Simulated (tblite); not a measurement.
Compound: C7H13NP (charge +1).
SMILES with atom numbers: `[CH2:1]=[CH:2][P@@H+:3]([CH2:4][C:5]#[N:6])[CH2:7][CH2:8][CH3:9]` (hydrogens: H10, H11 on C1; H12 on C2; H13 on P3; H14, H15 on C4; H16, H17 on C7; H18, H19 on C8; H20, H21, H22 on C9)

Geometry (GFN2-xTB, Å), atoms numbered from 1 in this order:
```
atom  x, y, z in Å
C1    -2.9784   -1.7572    0.5472
C2    -2.2672   -0.6403    0.6279
P3    -0.8437   -0.3148   -0.4078
C4    -1.1045    1.2551   -1.3111
C5    -1.1041    2.3094   -0.3192
N6    -1.0853    3.1025    0.4991
C7     0.6949   -0.2534    0.5493
C8     1.9158    0.0606   -0.3269
C9     3.1986   -0.1000    0.4795
H10   -2.7509   -2.5400   -0.1598
H11   -3.8244   -1.9291    1.1926
H12   -2.4954    0.1466    1.3395
H13   -0.7486   -1.3093   -1.3623
H14   -2.0662    1.2335   -1.8357
H15   -0.2990    1.4227   -2.0343
H16    0.5734    0.5022    1.3350
H17    0.8132   -1.2273    1.0381
H18    1.8545    1.0861   -0.6967
H19    1.9403   -0.6144   -1.1875
H20    4.0577    0.1498   -0.1363
H21    3.1951    0.5605    1.3425
H22    3.3138   -1.1238    0.8261
```

Structure optimised with GFN2-xTB, isolated species.

Masses are those of the commonest isotopes; rigid-rotor values at the optimised geometry. The values belong to one conformer with, in the numbering `[CH2:1]=[CH:2][P@@H+:3]([CH2:4][C:5]#[N:6])[CH2:7][CH2:8][CH3:9]`, C1–C2–P3–C4 123°, C2–P3–C4–C5 67°, C2–P3–C7–C8 -179°, P3–C7–C8–C9 -172°.

**Question.** Give the principal moments of inertia and the rotational constants in MHz.

**Answer.** Ia = 337.61, Ib = 529.44, Ic = 741.31 u·Å²; 505379 MHz·u·Å²/I gives A = 1497, B = 954.5, C = 681.7 MHz.

**Question.** What kind of rotor is it?

**Answer.** An asymmetric top: κ = (2 × 954.5 − 1497 − 681.7)/(1497 − 681.7) = -0.33.

**Question.** What does the inertial defect say?

**Answer.** Not planar: Δ = Ic − Ia − Ib = -125.74 u·Å². For a rigid frame Δ = −2 Σ m c², so Σ m c² = 62.87 u·Å² lies off the ab plane: 18.45 from hydrogen and 44.42 from heavier atoms. The atom farthest from that plane is 1.85 Å away.

**Question.** Give the other two planar moments, Paa and Pbb, and the rms extents of the mass along the axes.

**Answer.** Paa = Σ m a² = (Ib + Ic − Ia)/2 = 466.57 and Pbb = Σ m b² = (Ia + Ic − Ib)/2 = 274.74 u·Å². With the mass M = 142.08 u, the rms extents √(P/M) along a, b and c are 1.81, 1.39, 0.67 Å.

**Question.** List the rotational levels J(Ka,Kc) to J = 2 (cm⁻¹).

**Answer.** Above 0(0,0):
J = 1: 1(0,1) 0.0546, 1(1,1) 0.0727, 1(1,0) 0.0818
J = 2: 2(0,2) 0.1611, 2(1,2) 0.1727, 2(1,1) 0.2000, 2(2,1) 0.2543, 2(2,0) 0.2570

**Question.** Estimate the classical rotational partition function at 10 K, 298.15 K and 500 K.

**Answer.** Point group C1, symmetry number σ = 1; q = (√π/σ)·√((kT/h)³/(ABC)), k/h = 20836.6 MHz/K: 5400 at 10 K, 879000 at 298.15 K, 1910000 at 500 K.

Its GFN2-xTB frequencies are all real (lowest 31 cm⁻¹). Constants of a rigid frame at the computed geometry: no zero-point averaging, no centrifugal distortion.
